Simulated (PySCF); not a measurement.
# Working out the ionisation energy of Se

Se [Ar] 3d10 4s2 4p4 (3P) → Se⁺ [Ar] 3d10 4s2 4p3 (4S). Calculation: PySCF 2.14, in aug-cc-pVQZ-DK (8s7p5d3f2g, 93 functions); the spin-free X2C one-electron Hamiltonian (Gaussian nucleus). Frozen: [Ar] 3d10. Energies in hartree (1 hartree = 27.21139 eV):

| part | Se (lower) | Se⁺ (upper) |
| --- | --- | --- |
| UHF | -2428.072427 | -2427.758495 |
| MP2 opposite-spin | -0.086397 | -0.060076 |
| MP2 same-spin | -0.023960 | -0.020817 |

Problem. What does Hartree-Fock give?

Solution. (-2427.758495) − (-2428.072427) = 0.313932 hartree = 8.543 eV.

Problem. What do MP2 and SCS-MP2 (6/5 opposite-spin, 1/3 same-spin) give?

Solution. The opposite-spin parts differ by 0.716 eV and the same-spin parts by 0.086 eV. MP2: 8.543 + (0.716) + (0.086) = 9.345 eV. SCS-MP2: 8.543 + 1.2 × (0.716) + (0.086)/3 = 9.431 eV.

Measured between the centres of the two terms (NIST): 9.635 eV, so MP2 (valence) is off by -0.290 eV.

What remains against the reference includes basis incompleteness, the frozen core and correlation beyond second order.
